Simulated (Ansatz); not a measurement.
Abridged output of a molecular run in Ansatz:

```
Functional definition: HF
1159 factors; integrals over basis functions are off by at most 7.8e-4 eV
mean field evaluation 1: about -92338.9428 eV, gradient 1.8e1 eV
mean field evaluation 2: about -92339.1566 eV, gradient 1.8e1 eV
mean field evaluation 4: about -92340.6126 eV, gradient 3.3e0 eV
mean field evaluation 8: about -92340.6616 eV, gradient 2.5e-1 eV
mean field evaluation 16: about -92340.6620 eV, gradient 1.3e-6 eV
mean field -92340.66202986 eV, -3393.4567388486 hartree, gradient 1.3e-6 eV, S^2 0.000000; 0 other end points of the search recorded, 0 dependent functions left out
20 core orbitals not correlated: weight in the atoms' cores, before any rotation towards them, 1.000 or more for the frozen orbitals, at most 0.000 for the correlated occupied ones
reference -92340.66202986 eV, -3393.4567388486 hartree; 17, 17 occupied and 154, 154 virtual orbitals, 1159 factors
second order -19.85303490 eV of doubles, -0.00000000 eV of singles
cycle   1  -20.32822046 eV  change   -4.8e-1 eV  update   1.0e-1
cycle   2  -20.82915631 eV  change   -5.0e-1 eV  update   2.9e-2
cycle   3  -20.92313591 eV  change   -9.4e-2 eV  update   1.5e-2
cycle   4  -20.90919661 eV  change    1.4e-2 eV  update   4.2e-3
cycle   5  -20.90863462 eV  change    5.6e-4 eV  update   1.7e-3
cycle   6  -20.90821973 eV  change    4.1e-4 eV  update   4.9e-4
cycle   7  -20.90805417 eV  change    1.7e-4 eV  update   1.4e-4
cycle   8  -20.90811244 eV  change   -5.8e-5 eV  update   5.7e-5
cycle   9  -20.90813023 eV  change   -1.8e-5 eV  update   2.0e-5
perturbative correction -0.94731777 eV, -0.0348132858 hartree
Total energy: -92362.51747786 eV, -3394.2599117483 hartree
```

Its atoms:

Z-matrix (Å, degrees):
```
B
S 1 1.791
Br 1 1.920 2 116.3
S 1 1.792 2 121.6 3 -180.0
H 2 1.345 1 97.1 3 -179.9
H 4 1.343 1 97.0 2 180.0
```

Q: Which basis set was used?
A. def2-TZVPP
B. def2-TZVPPD
C. def2-QZVPP
D. def2-SVP

A: A. It gives 191 functions.

Q: Write the keys of the input that set method, charge and spin (a neutral closed shell needs none for the last two).

A: 
```yaml
correlation: {method: ccsd_t}
```
